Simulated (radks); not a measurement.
All-electron atom: As0.4+ in [Ar] 3d(up 5, down 4.6) 4s2 4p3 (fractional occupations, a model configuration).

Method: scalar-relativistic Kohn-Sham, LDA (Slater exchange, Perdew-Wang correlation), spin-polarised, spherical densities, point nucleus; open shells are filled with parallel spins first; computed with a radial shooting solver on a logarithmic mesh with Libxc functionals.

Energy parts (eV):
total: -61420.329
kinetic: 62581.569
electron-nucleus: -147899.393
Hartree: 26081.251
exchange-correlation: -2183.756

Orbitals (lengths in bohr, moments of r in powers of bohr; <r^-3> diverges for s and p1/2; r(max) is where P^2 peaks; r(90%) holds 90 % of the orbital's charge):
[
 {"orbital": "1s up", "occ.": "1", "eigenvalue (eV)": "-11707.35", "r(90%)": "0.0814", "r(max)": "0.02978", "<r^2>": "0.002794", "<r^-3>": "-"},
 {"orbital": "1s down", "occ.": "1", "eigenvalue (eV)": "-11707.19", "r(90%)": "0.0814", "r(max)": "0.02978", "<r^2>": "0.002794", "<r^-3>": "-"},
 {"orbital": "2s up", "occ.": "1", "eigenvalue (eV)": "-1493.566", "r(90%)": "0.314", "r(max)": "0.1704", "<r^2>": "0.04865", "<r^-3>": "-"},
 {"orbital": "2s down", "occ.": "1", "eigenvalue (eV)": "-1493.109", "r(90%)": "0.314", "r(max)": "0.1703", "<r^2>": "0.04863", "<r^-3>": "-"},
 {"orbital": "2p up", "occ.": "3", "eigenvalue (eV)": "-1312.136", "r(90%)": "0.290", "r(max)": "0.1363", "<r^2>": "0.03854", "<r^-3>": "1105"},
 {"orbital": "2p down", "occ.": "3", "eigenvalue (eV)": "-1311.719", "r(90%)": "0.290", "r(max)": "0.1363", "<r^2>": "0.03853", "<r^-3>": "1105"},
 {"orbital": "3s up", "occ.": "1", "eigenvalue (eV)": "-197.8253", "r(90%)": "0.893", "r(max)": "0.5215", "<r^2>": "0.4118", "<r^-3>": "-"},
 {"orbital": "3s down", "occ.": "1", "eigenvalue (eV)": "-197.0723", "r(90%)": "0.892", "r(max)": "0.5216", "<r^2>": "0.4117", "<r^-3>": "-"},
 {"orbital": "3p up", "occ.": "3", "eigenvalue (eV)": "-141.6598", "r(90%)": "0.944", "r(max)": "0.5200", "<r^2>": "0.4450", "<r^-3>": "155.1"},
 {"orbital": "3p down", "occ.": "3", "eigenvalue (eV)": "-140.8859", "r(90%)": "0.943", "r(max)": "0.5201", "<r^2>": "0.4444", "<r^-3>": "155.0"},
 {"orbital": "3d up", "occ.": "5", "eigenvalue (eV)": "-48.9836", "r(90%)": "1.12", "r(max)": "0.4725", "<r^2>": "0.5637", "<r^-3>": "17.31"},
 {"orbital": "3d down", "occ.": "4.6", "eigenvalue (eV)": "-48.1049", "r(90%)": "1.11", "r(max)": "0.4727", "<r^2>": "0.5573", "<r^-3>": "17.37"},
 {"orbital": "4s up", "occ.": "1", "eigenvalue (eV)": "-19.8329", "r(90%)": "2.79", "r(max)": "1.578", "<r^2>": "3.991", "<r^-3>": "-"},
 {"orbital": "4s down", "occ.": "1", "eigenvalue (eV)": "-17.5827", "r(90%)": "2.81", "r(max)": "1.566", "<r^2>": "4.041", "<r^-3>": "-"},
 {"orbital": "4p up", "occ.": "3", "eigenvalue (eV)": "-9.7781", "r(90%)": "3.57", "r(max)": "1.884", "<r^2>": "6.317", "<r^-3>": "10.44"},
 {"orbital": "4p down", "occ.": "0", "eigenvalue (eV)": "-7.6535", "r(90%)": "3.78", "r(max)": "1.893", "<r^2>": "6.935", "<r^-3>": "9.923"}
]

The highest occupied level is 4p up at -9.778 eV. Spin moment in Bohr magnetons: 3.4. The density falls to 0.001 e/bohr^3 at r = 4.16 bohr.
